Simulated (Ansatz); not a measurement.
`[SiH3][NH][SnH3]` + `C#CN` → `C#C[NH][SnH3]` + `N[SiH3]` at 500 K and 1 bar (ligand exchange at the Sn–N bond).

Calculated with Ansatz (gas phase, PBE0-D4/def2-TZVP geometries, no zero-point term in ΔE). CCSD(T)/CBS adds triple-zeta CCSD(T) − MP2 to the extrapolated MP2 energy (def2 sets, frozen cores). This one scheme is used for every species. def2 core potentials past Kr. For Sn outer-core shells are correlated without core-valence functions, which leaves a few kJ/mol of doubt a bond. Each species was taken in one conformer, which may not be the lowest.

```tsv
species	CCSD(T)/CBS energy (Eh)	H − E (kJ/mol)	S (J/(mol·K))
`[SiH3][NH][SnH3]`	-562.01692	205.6	426.2
`C#CN`	-132.52893	143.8	289.2
`C#C[NH][SnH3]`	-347.74191	187.2	406.0
`N[SiH3]`	-346.80422	161.3	303.9
```

H − E and S are ideal-gas, rigid-rotor, harmonic terms from PBE0-D4/def2-TZVP, for one conformer and one mirror image of each species. 1 Eh = 2625.50 kJ/mol, R = 8.31446 J/(mol·K).

Problem. By hand: ΔE, ΔH, ΔS and ΔG.

Solution. ΔE = (-347.74191) + (-346.80422) − (-562.01692) − (-132.52893) = -0.00028 Eh = -0.7 kJ/mol. Δ(H − E) = 187.2 + 161.3 − 205.6 − 143.8 = -0.9, so ΔH = -1.6 kJ/mol. ΔS = 406.0 + 303.9 − 426.2 − 289.2 = -5.5 J/(mol·K). ΔG = -1.6 − 500 × (-5.5)/1000 = 1.1 kJ/mol.

Problem. By hand: the equilibrium constant, and the temperature at which ΔG would vanish if ΔH and ΔS stayed fixed.

Solution. log₁₀ K = −ΔG/(RT ln 10) = -0.1. ΔG = 0 at ΔH/ΔS = 291 K, though so small a ΔH makes that figure unsure.

TΔS isn't small against ΔH here. The sign of ΔG lies within the doubt. A doubt of 5 kJ/mol in ΔE shifts log₁₀ K by 0.5 here. Other conformers and mirror images would add mixing entropy, several J/(mol·K) or more a flexible species. Modes under 60 cm⁻¹, often nearly free rotors, make the harmonic entropy too high. These are equilibria of isolated gas molecules and say nothing of rates. Largest T1 diagnostic: 0.014 (customary marks: 0.02 for closed shells, 0.045 for open ones).
